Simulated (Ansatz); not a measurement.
Two structures of GeSiH$_{8}$, singlet, reached by relaxing down either side of one saddle point (PBE0-D4/def2-TZVP). Energies are electronic, without zero-point energy. Program: Ansatz 0.2.0. Basis: def2-TZVPP and def2-QZVPP. Cores are frozen in the correlated methods. Filled d shells of the heavier atoms are correlated. The def2 sets are not built for correlating such inner shells, so the correlated values are less sure here. Extrapolation: Hartree–Fock as exp(−7.88 √X), correlation as X^−2.97. First:

Ge1  (-0.373, 0.505, -1.334)
Si2  (0.996, -0.810, 0.098)
H3  (-1.084, -0.385, -2.368)
H4  (-1.445, 1.259, -0.530)
H5  (0.477, 1.540, -2.091)
H6  (-1.055, 0.376, 2.768)
H7  (-1.394, 0.794, 2.250)
H8  (1.682, 0.057, 1.092)
H9  (0.171, -1.813, 0.821)
H10  (2.024, -1.523, -0.706)
(Å)

Second:

```
10
angstrom
Ge 0.3722 0.4060 -1.9838
Si 1.3674 -0.7149 -0.3715
H -0.9186 -0.1536 -2.5944
H -1.9632 0.9673 0.6191
H 0.3393 1.9378 -1.9169
H -0.3160 -0.7727 3.1486
H -2.5797 1.2342 0.9466
H 2.6242 -0.1600 0.1885
H -0.3274 -0.5494 2.4354
H 1.4016 -2.1947 -0.4716
```

Task: Which bonds change from the first to the second?

Result: GeSiH₆ ([SiH3][GeH3]) + H₂ → GeSiH₄ ([SiH2][GeH2]) + H₂ + H₂; bonds formed: H4–H7, H6–H9; bonds broken: Ge1–H4, Si2–H9, H6–H7.

Task: Give the saddle point's structure and its height above each. (An estimate is asked for; the value comes from the calculation.)

Result: Computed: 3.209 eV above the first and 1.189 eV above the second (CCSD(T) at an estimated basis limit (MP2 extrapolated from triple and quadruple zeta, plus CCSD(T) − MP2 in triple zeta)).
```
10
angstrom
Ge -0.0882 0.4778 -1.3300
Si 1.1857 -0.7327 0.0457
H -1.2137 -0.1203 -2.1717
H -1.3817 0.7629 0.2456
H 0.0763 1.9866 -1.5003
H -0.7848 -0.1266 1.8702
H -1.4791 0.5519 1.0719
H 2.4852 -0.1323 0.4241
H -0.0365 -0.4791 1.5649
H 1.2368 -2.1883 -0.2203
```

The search had been set up for a four-centre ligand exchange (forming Ge1–H7, Si2–H6, breaking Ge1–Si2, H6–H7); from that guess it ended on this step instead.

The T1 diagnostic stays at or below 0.015. The restricted Hartree–Fock reference is unstable towards an unrestricted one at one or more of these structures. A large double-excitation amplitude points to some diradical character; no triplet was computed.

Labels in which every atom is bracketed show which atoms are joined, not bond orders.

For scale, one of the runs: CCSD(T)/def2-TZVPP, 202 basis functions, launched by `ansatz run in.yaml --threads 4 --pin off --events-out ev --progress --plain --max-ram 9574MiB`. Time: 60 s of wall clock on 4 CPU threads of an AMD EPYC; the host was shared. Peak host memory: 2.4 GiB.
